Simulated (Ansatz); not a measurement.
Two isomers of C2H5GeN: A = `N=[C]1[CH2][GeH2]1`, B = `C#[C][GeH2][NH2]`.

Isolated molecules relaxed with PBE0-D4/def2-TZVP in Ansatz; ΔE leaves out vibrations. CCSD(T)/CBS adds triple-zeta CCSD(T) − MP2 to the extrapolated MP2 energy (def2 sets, frozen cores). Functionals use def2-TZVPP. B3LYP here is the variant with VWN-RPA as its local correlation; programs differ in this. For Ge outer-core shells are correlated without core-valence functions, which leaves a few kJ/mol of doubt a bond. Scalar relativity is left out up to krypton. Each species was taken in one conformer, which may not be the lowest.

**Question.** Which isomer does CCSD(T)/CBS put lower? Give the gap. (An estimate is asked.)

**Answer.** Ansatz gave: B, by 25.2 kcal/mol.

**Question.** Give E(B) − E(A) in kcal/mol with B3LYP-D4, LDA (SPW92), CCSD(T)/def2-TZVPP, B3LYP, CCSD/def2-TZVPP, r2SCAN-D4, CCSD(T)/def2-SVP. (Estimate.)

**Answer.** Computed: B3LYP-D4 -22.1, LDA (SPW92) -9.6, CCSD(T)/def2-TZVPP -26.0, B3LYP -22.5, CCSD/def2-TZVPP -27.5, r2SCAN-D4 -18.8, CCSD(T)/def2-SVP -21.9. None reverses the order clearly.

**Question.** Does the order hold for the free energy at 298.15 K (harmonic terms from PBE0-D4)? (An estimate is asked.)

**Answer.** Ansatz gave: Yes: G(B) − G(A) = -25.7 kcal/mol, for one conformer each.

Largest T1 diagnostic: 0.013.

From BLYP to BHLYP (50 % exact exchange), in def2-TZVPP and without D4, E(B) − E(A) moves by −5.5 kcal/mol. At CCSD(T), def2-SVP lies +3.3 kcal/mol from the extrapolated value and def2-TZVPP −0.9 kcal/mol.
